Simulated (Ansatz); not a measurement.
Reactions of C2H4FIn (`C=[C](F)[InH2]`).

Isolated molecules relaxed with PBE0-D4/def2-TZVP in Ansatz; ΔE leaves out vibrations. CBS: MP2 limit from def2 TZ/QZ plus the TZ coupled-cluster correction, frozen cores. This one scheme is used for every species, atoms too. No spin–orbit coupling; open shells (•) take unrestricted orbitals. Spin–orbit coupling would lower the free atoms: a little for C, F; strongly for In. def2 core potentials past Kr. For Ga, In, Se outer-core shells are correlated without core-valence functions, so the limit isn't a true one: a few kJ/mol of doubt a bond, and 10 to 20 or more in all where bonds break to atoms. Scalar relativity is left out up to krypton. Each species was taken in one conformer, which may not be the lowest.

(1) Order these by ΔE at CCSD(T)/CBS, lowest first. (Estimate.)
A. `C=[C](F)[InH2]` + `C[SeH]` → `C[Se][InH2]` + `C=CF`
B. `C=[C](F)[InH2]` → `C=[CH][InH][F]`
C. `C=[C](F)[InH2]` + `[GaH3]` → `C=[C]([GaH2])[InH2]` + H–F
D. `C=[C](F)[InH2]` + CH₃NH₂ → `C[NH][InH2]` + `C=CF`
E. `C=[C](F)[InH2]` + H₂Se → `C=C(F)[SeH]` + `[InH3]`
F. `C=[C](F)[InH2]` + H₂ → `C=CF` + `[InH3]`
G. `C=[C](F)[InH2]` → 2 C• + F• + 4 H• + In•
H. `C=[C](F)[InH2]` + H₂ → `C=[CH][InH2]` + H–F

Largest T1 diagnostic: 0.016, for `C[NH][InH2]`.

Answers

(1) B (-1.68 eV), A (-1.38 eV), H (-0.99 eV), C (-0.90 eV), D (-0.40 eV), F (-0.28 eV), E (+0.39 eV), G (+27.40 eV).
